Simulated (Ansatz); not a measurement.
C7H13BO2 (`CC1=CC(C)=[O+][B-](C)(C)O1`) at its PBE0-D4/def2-TZVP geometry, where that method's forces vanish. The species carries charge 0 and has multiplicity 1.

| atom | x (Å) | y (Å) | z (Å) |
| --- | --- | --- | --- |
| C1 | -1.122 | -0.758 | 2.646 |
| C2 | -0.565 | -0.271 | 1.355 |
| C3 | 0.114 | 0.940 | 1.256 |
| C4 | 0.383 | 1.443 | -0.013 |
| C5 | 0.866 | 2.835 | -0.223 |
| O6 | 0.190 | 0.761 | -1.070 |
| B7 | -0.062 | -0.767 | -1.004 |
| C8 | 1.356 | -1.505 | -0.946 |
| C9 | -1.053 | -1.161 | -2.184 |
| O10 | -0.790 | -1.009 | 0.344 |
| H11 | -2.193 | -0.940 | 2.531 |
| H12 | -0.954 | -0.053 | 3.458 |
| H13 | -0.659 | -1.717 | 2.894 |
| H14 | 0.277 | 1.549 | 2.132 |
| H15 | 0.950 | 3.385 | 0.712 |
| H16 | 0.182 | 3.356 | -0.897 |
| H17 | 1.841 | 2.803 | -0.717 |
| H18 | 1.228 | -2.589 | -0.855 |
| H19 | 1.979 | -1.179 | -0.105 |
| H20 | 1.926 | -1.326 | -1.863 |
| H21 | -1.298 | -2.227 | -2.151 |
| H22 | -0.599 | -0.965 | -3.160 |
| H23 | -1.995 | -0.605 | -2.140 |

(1) For each bond, give half the difference of the two atoms' forces along it (eV/Å; positive pushes the atoms apart) under PBE-D4, r2SCAN-D4, B3LYP-D4, ωB97M-V in def2-TZVPP. (An estimate is asked.)

Answers

(1) Computed: 
```json
{"bond": "C1–C2", "length (Å)": "1.488", "PBE-D4": "-0.20", "r2SCAN-D4": "-0.07", "B3LYP-D4": "0.04", "ωB97M-V": "0.16"}
{"bond": "C1–H11", "length (Å)": "1.092", "PBE-D4": "0.11", "r2SCAN-D4": "-0.02", "B3LYP-D4": "-0.06", "ωB97M-V": "-0.09"}
{"bond": "C1–H13", "length (Å)": "1.093", "PBE-D4": "0.12", "r2SCAN-D4": "-0.02", "B3LYP-D4": "-0.06", "ωB97M-V": "-0.10"}
{"bond": "C2–C3", "length (Å)": "1.392", "PBE-D4": "-0.04", "r2SCAN-D4": "-0.02", "B3LYP-D4": "-0.02", "ωB97M-V": "-0.03"}
{"bond": "C3–C4", "length (Å)": "1.392", "PBE-D4": "-0.04", "r2SCAN-D4": "-0.02", "B3LYP-D4": "-0.02", "ωB97M-V": "-0.03"}
{"bond": "C3–H14", "length (Å)": "1.079", "PBE-D4": "0.04", "r2SCAN-D4": "-0.07", "B3LYP-D4": "-0.11", "ωB97M-V": "-0.11"}
{"bond": "C4–C5", "length (Å)": "1.488", "PBE-D4": "-0.20", "r2SCAN-D4": "-0.07", "B3LYP-D4": "0.04", "ωB97M-V": "0.16"}
{"bond": "C5–H15", "length (Å)": "1.088", "PBE-D4": "0.10", "r2SCAN-D4": "-0.04", "B3LYP-D4": "-0.06", "ωB97M-V": "-0.07"}
{"bond": "C5–H17", "length (Å)": "1.093", "PBE-D4": "0.12", "r2SCAN-D4": "-0.02", "B3LYP-D4": "-0.06", "ωB97M-V": "-0.10"}
{"bond": "O6–B7", "length (Å)": "1.550", "PBE-D4": "-0.04", "r2SCAN-D4": "0.02", "B3LYP-D4": "0.03", "ωB97M-V": "0.09"}
{"bond": "B7–C8", "length (Å)": "1.600", "PBE-D4": "-0.08", "r2SCAN-D4": "-0.04", "B3LYP-D4": "0.03", "ωB97M-V": "0.01"}
{"bond": "C8–H18", "length (Å)": "1.094", "PBE-D4": "0.12", "r2SCAN-D4": "-0.01", "B3LYP-D4": "-0.04", "ωB97M-V": "-0.05"}
{"bond": "C8–H20", "length (Å)": "1.094", "PBE-D4": "0.12", "r2SCAN-D4": "-0.01", "B3LYP-D4": "-0.04", "ωB97M-V": "-0.05"}
{"bond": "C9–H23", "length (Å)": "1.095", "PBE-D4": "0.12", "r2SCAN-D4": "-0.01", "B3LYP-D4": "-0.03", "ωB97M-V": "-0.05"}
```

B3LYP here is the variant with VWN-RPA as its local correlation; programs differ in this.
